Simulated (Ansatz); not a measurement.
Consider the ligand exchange at a B–N bond: `CBNCF` + `C=N` → `C=NBC` + `NCF`.

Isolated molecules relaxed with PBE0-D4/def2-TZVP in Ansatz; ΔE leaves out vibrations. CBS: MP2 limit from def2 TZ/QZ plus the TZ coupled-cluster correction, frozen cores. This one scheme is used for every species. DFT in def2-TZVPP. Each species was taken in one conformer, which may not be the lowest.

Question: Is it downhill or uphill in electronic energy at CCSD(T)/CBS, and by how much? (Best estimate.)

Answer: Computed: Uphill: ΔE = +25.5 kJ/mol.

Question: What do these levels give: ωB97M-V, MP2/def2-TZVPP, HF/def2-QZVPP, MP2/def2-QZVPP, MP2/CBS(def2), CCSD/CBS(def2)? (Best estimate.)

Answer: Ansatz gave: ωB97M-V 22.2, MP2/def2-TZVPP 25.7, HF/def2-QZVPP 32.8, MP2/def2-QZVPP 24.3, MP2/CBS(def2) 23.3, CCSD/CBS(def2) 26.9 kJ/mol.

Largest T1 diagnostic among the species: 0.014.

From PBE to PBE0 (25 % exact exchange), in def2-TZVPP and without D4, ΔE moves by +8.5 kJ/mol. In def2-TZVPP, CCSD(T) changes the Hartree–Fock value by −4.9 kJ/mol (the triples alone add −1.4 kJ/mol) and MP2 by −7.1 kJ/mol.
